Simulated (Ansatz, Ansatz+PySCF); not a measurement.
```xyz
6

C     0.0000   -0.0295   -1.2404
S     0.0000   -0.0644    0.7165
H     0.0000   -1.1629   -1.5920
H    -0.9719    0.4953   -1.6749
H     0.9719    0.4953   -1.6749
H     0.0000    1.3794    0.9200
```

Basis set: def2-SVP (spherical functions). Correlated methods keep 6 orbitals frozen. Charge 0, multiplicity 1.

Computed with Ansatz (development build ahead of 0.2.0); each method stands on the lowest determinant of its kind that the runs found. Restricted open shells among the atoms or ions are ROHF, correlated in semicanonical orbitals with singles.

**Question.** Give the atomization energy at this shape (free ground-state atoms in the same class of orbitals less the molecule, no zero-point energy) of singlet CH4S by RHF-CCSD(T), RHF-MP2, RHF, UHF.

**Answer.**

```
     method  atomization energy
RHF-CCSD(T)     432.90 kcal/mol
    RHF-MP2     428.27 kcal/mol
        RHF     335.73 kcal/mol
        UHF     330.78 kcal/mol
```

Caution: the shape is not the minimum.
